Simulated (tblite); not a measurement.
Parent: `[O:1]=[C:2]1[O:3][CH2:4][CH:5]=[C:6]1[SiH2:7][F:8]` with C5–C6–Si7–F8 0°, C4H5FO2Si.

The geometries are computed with GFN2-xTB (gas phase). One conformer each, not checked by frequencies here.

```tsv
coordinate of the parent	value
O1=C2	1.200 Å
C2–O3	1.355 Å
O3–C4	1.412 Å
C4–C5	1.493 Å
C5=C6	1.334 Å
C6–Si7	1.874 Å
Si7–F8	1.615 Å
C2–C6	1.480 Å
O1–C2–O3	123.5°
O1–C2–C6	127.7°
O3–C2–C6	108.8°
C2–O3–C4	109.9°
O3–C4–C5	104.9°
C4–C5–C6	109.6°
C5–C6–Si7	132.4°
C2–C6–C5	106.9°
C2–C6–Si7	120.7°
C6–Si7–F8	104.3°
```

**Question.** How does the shared frame change in `[O:1]=[C:2]1[O:3][CH2:4][CH:5]=[C:6]1[SiH3:7]`, C4H6O2Si? Atoms pair as O1 = O1, C2 = C2, O3 = O3, C4 = C4, C5 = C5, C6 = C6, Si7 = Si7 (parent first).

**Answer.** 
```json
{"parent": "O1=C2", "relative": "O1=C2", "value in the relative": "1.199 Å", "change": "-0.001"}
{"parent": "C2–O3", "relative": "C2–O3", "value in the relative": "1.358 Å", "change": "+0.003"}
{"parent": "O3–C4", "relative": "O3–C4", "value in the relative": "1.411 Å", "change": "-0.001"}
{"parent": "C4–C5", "relative": "C4–C5", "value in the relative": "1.495 Å", "change": "+0.002"}
{"parent": "C5=C6", "relative": "C5=C6", "value in the relative": "1.333 Å", "change": "-0.001"}
{"parent": "C6–Si7", "relative": "C6–Si7", "value in the relative": "1.879 Å", "change": "+0.005"}
{"parent": "C2–C6", "relative": "C2–C6", "value in the relative": "1.479 Å", "change": "-0.001"}
{"parent": "O1–C2–O3", "relative": "O1–C2–O3", "value in the relative": "123.2°", "change": "-0.3"}
{"parent": "O1–C2–C6", "relative": "O1–C2–C6", "value in the relative": "127.9°", "change": "+0.2"}
{"parent": "O3–C2–C6", "relative": "O3–C2–C6", "value in the relative": "108.9°", "change": "+0.1"}
{"parent": "C2–O3–C4", "relative": "C2–O3–C4", "value in the relative": "109.8°", "change": "-0.1"}
{"parent": "O3–C4–C5", "relative": "O3–C4–C5", "value in the relative": "104.8°", "change": "-0.1"}
{"parent": "C4–C5–C6", "relative": "C4–C5–C6", "value in the relative": "109.8°", "change": "+0.2"}
{"parent": "C5–C6–Si7", "relative": "C5–C6–Si7", "value in the relative": "133.2°", "change": "+0.8"}
{"parent": "C2–C6–C5", "relative": "C2–C6–C5", "value in the relative": "106.7°", "change": "-0.2"}
{"parent": "C2–C6–Si7", "relative": "C2–C6–Si7", "value in the relative": "120.0°", "change": "-0.7"}
```

Of the parent's bonds, C6–Si7 changes most (+0.005 Å). Point group Cs → Cs.

**Question.** How does the shared frame change in `[O:1]=[C:2]1[O:3][CH2:4][CH:5]=[C:6]1[SiH2:7][Cl:8]` with C5–C6–Si7–Cl8 0°, C4H5ClO2Si? Atoms pair as O1 = O1, C2 = C2, O3 = O3, C4 = C4, C5 = C5, C6 = C6, Si7 = Si7 (parent first).

**Answer.** 
```
   parent   relative  value in the relative  change
    O1=C2      O1=C2                1.199 Å  -0.001
    C2–O3      C2–O3                1.354 Å  -0.001
    O3–C4      O3–C4                1.412 Å   0.000
    C4–C5      C4–C5                1.493 Å   0.000
    C5=C6      C5=C6                1.334 Å   0.000
   C6–Si7     C6–Si7                1.877 Å  +0.003
    C2–C6      C2–C6                1.480 Å   0.000
 O1–C2–O3   O1–C2–O3                 123.5°     0.0
 O1–C2–C6   O1–C2–C6                 127.7°     0.0
 O3–C2–C6   O3–C2–C6                 108.8°     0.0
 C2–O3–C4   C2–O3–C4                 109.9°     0.0
 O3–C4–C5   O3–C4–C5                 104.9°     0.0
 C4–C5–C6   C4–C5–C6                 109.6°     0.0
C5–C6–Si7  C5–C6–Si7                 133.0°    +0.6
 C2–C6–C5   C2–C6–C5                 106.9°     0.0
C2–C6–Si7  C2–C6–Si7                 120.1°    -0.6
```

No shared bond changes by more than 0.004 Å. Bonds of the relative outside the shared frame: Si7–Cl8 2.017 Å. Point group Cs → Cs.
